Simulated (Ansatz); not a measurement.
Reading a saddle point

A first-order saddle point of BH$_{3}$SF$_{2}$, closed shell, PBE0-D4/def2-TZVP, with one imaginary mode of 1088i cm⁻¹:

B1  (-0.291, -0.570, -0.028)
H2  (1.004, -0.873, 0.144)
F3  (-0.576, -0.668, -1.333)
F4  (-1.004, -1.257, 0.874)
H5  (0.877, 0.146, 0.430)
S6  (-0.179, 1.399, 0.570)
H7  (0.169, 1.823, -0.657)
(Å)

Ansatz 0.2.0; basis: def2-TZVPP and def2-QZVPP; cores frozen in the correlated methods. Extrapolation: Hartree–Fock as exp(−7.88 √X), correlation as X^−2.97.

(1) Which contacts change along the imaginary mode, and what lies on either side? (A judgement: the text doesn't fix the answer.)

(2) Which side is lower, and how far does the saddle lie above each? (To be estimated.)

T1 diagnostic: at most 0.013. The start structure is not quite a true minimum (one mode of 33i cm⁻¹).

Results:

(1) By the calculation: The step is BHF₂ ([F][BH][F]) + H₂S → BHSF₂ ([F][B]([F])[SH]) + H₂, with the molecules in contact on both sides. Shortening one way: B1–S6, H2–H5; lengthening the same way: B1–H2, H5–S6.
```json
{"pair": "B1–S6", "one side (Å)": "2.97", "saddle (Å)": "2.06", "other side (Å)": "1.80"}
{"pair": "H2–H5", "one side (Å)": "3.14", "saddle (Å)": "1.07", "other side (Å)": "0.75"}
{"pair": "B1–H2", "one side (Å)": "1.19", "saddle (Å)": "1.34", "other side (Å)": "3.12"}
{"pair": "H5–S6", "one side (Å)": "1.34", "saddle (Å)": "1.64", "other side (Å)": "3.55"}
```

(2) By the calculation: The side with B1–S6, H2–H5 short is lower by 29.2 kJ/mol; the saddle lies 175.3 kJ/mol above it and 146.1 kJ/mol above the other (CCSD(T) at an estimated basis limit (MP2 extrapolated from triple and quadruple zeta, plus CCSD(T) − MP2 in triple zeta); electronic energies).

Labels in which every atom is bracketed show which atoms are joined, not bond orders.

For scale, one of the runs: CCSD(T)/def2-TZVPP, 177 basis functions, launched by `ansatz run in.yaml --threads 2 --pin off --events-out ev --progress --plain --max-ram 4352MiB`. The run took 56 s on 2 CPU threads of an AMD EPYC 7R43 (shared host), with 1.7 GiB of host memory at its peak.
